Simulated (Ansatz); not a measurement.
`O[SiH2][AlH][Cl]` + `F[SiH3]` → `F[SiH2][AlH][Cl]` + `O[SiH3]`  (formal exchange of groups at the Al–Si bond)

Program: Ansatz. Geometries: PBE0-D4/def2-TZVP. ΔE: electronic, gas phase. CCSD(T)/CBS is the MP2 limit (def2-TZVPP, def2-QZVPP) plus CCSD(T) − MP2 in def2-TZVPP, frozen cores. This one scheme is used for every species. DFT in def2-TZVPP. One conformer a species, not always the lowest.

`O[SiH2][AlH][Cl]`:

Z-matrix (Å, degrees):
```
Si
Al 1 2.456
O 1 1.655 2 108.3
H 1 1.493 2 111.2 3 121.2
H 1 1.490 2 112.4 3 -119.9
Cl 2 2.117 1 110.3 3 -5.2
H 2 1.581 1 132.9 3 175.2
H 3 0.959 1 116.4 2 9.3
```

`F[SiH3]`:

Cartesian coordinates in Å:
```
F -0.261 -0.275 1.513
Si 0.007 0.007 -0.039
H -1.018 0.962 -0.522
H -0.092 -1.278 -0.771
H 1.364 0.584 -0.181
```

`F[SiH2][AlH][Cl]`:

```xyz
7

F    -1.635    0.089    1.428
Si   -1.012    0.401   -0.021
Al    1.298   -0.436   -0.178
Cl    2.115   -1.398    1.498
H    -1.900   -0.230   -1.037
H    -1.081    1.875   -0.231
H     2.215   -0.301   -1.459
```

`O[SiH3]`:

```xyz
6

O     0.423    1.133    0.425
Si   -0.277   -0.259   -0.112
H     1.377    1.151    0.507
H     0.195   -0.621   -1.477
H    -1.734    0.002   -0.136
H     0.016   -1.406    0.792
```

| level | ΔE (kJ/mol) | difference from CCSD(T)/CBS |
| --- | --- | --- |
| PBE-D4 | 5.6 | 1.2 |
| B97M-V | 4.1 | -0.3 |
| B2PLYP | 3.3 | -1.1 |
| PBE-QIDH | 4.4 | 0.0 |
| r2SCAN0 | 4.2 | -0.2 |
| CAM-B3LYP | 2.5 | -1.9 |
| RPA@PBE/def2-TZVPP | 3.4 | -1.0 |
| SCS-MP2/def2-TZVPP | 3.8 | -0.6 |
| MP2/def2-QZVPP | 5.1 | 0.7 |
| CCSD/CBS(def2) | 3.4 | -1.0 |
| CCSD(T)/CBS | 4.4 | 0 |

Largest T1 diagnostic among the species: 0.011.

In def2-TZVPP, CCSD(T) changes the Hartree–Fock value by +4.4 kJ/mol (the triples alone add +1.0 kJ/mol) and MP2 by +5.3 kJ/mol. Leaving LDA and LC-ωPBE aside and taking each functional with its dispersion term where it has one, the values spread over 2.3 kJ/mol, from B2PLYP to PBE-D4.
